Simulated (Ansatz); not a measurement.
C3H3F2I, SMILES `FC(F)/C=C/I`. The species carries charge 0 and has multiplicity 1. I takes the def2 core potential.

```xyz
9

F    -0.5691   -1.2517    1.7215
C    -0.7871   -0.7885    0.4610
F    -0.4264   -1.7668   -0.4022
C     0.0017    0.4606    0.2439
C     0.8480    0.5978   -0.7607
I     1.9510    2.3151   -1.0996
H    -1.8667   -0.6298    0.3545
H    -0.1775    1.2499    0.9657
H     1.0261   -0.1866   -1.4841
```

Question: List the harmonic frequencies (cm⁻¹, unscaled) at PBE0-D4/def2-TZVP in Ansatz. (Best estimate.)

Answer: Ansatz gave: 97, 136, 153, 224, 422, 515, 616, 756, 832, 968, 992, 1101, 1179, 1208, 1306, 1374, 1398, 1703, 3061, 3203, 3233.

Question: Is this a minimum?

Answer: Yes, all 21 modes are real.

Question: Give the ideal-gas thermochemistry at 298.15 K and 1 bar (rigid rotor, harmonic oscillator; point group C1, symmetry number 1).

Answer: Zero-point energy 146.4 kJ/mol; H(298) − E = 165.7 kJ/mol; entropy 354.6 J/(mol·K), of which translation 175.2, rotation 122.1, vibration 57.4; G(298) − E = 59.9 kJ/mol. Modes under 100 cm⁻¹ are hindered rotations or soft bends, so the harmonic entropy is rough.

Question: Rotational constants (cm⁻¹)?

Answer: 0.277, 0.01939, 0.01847.
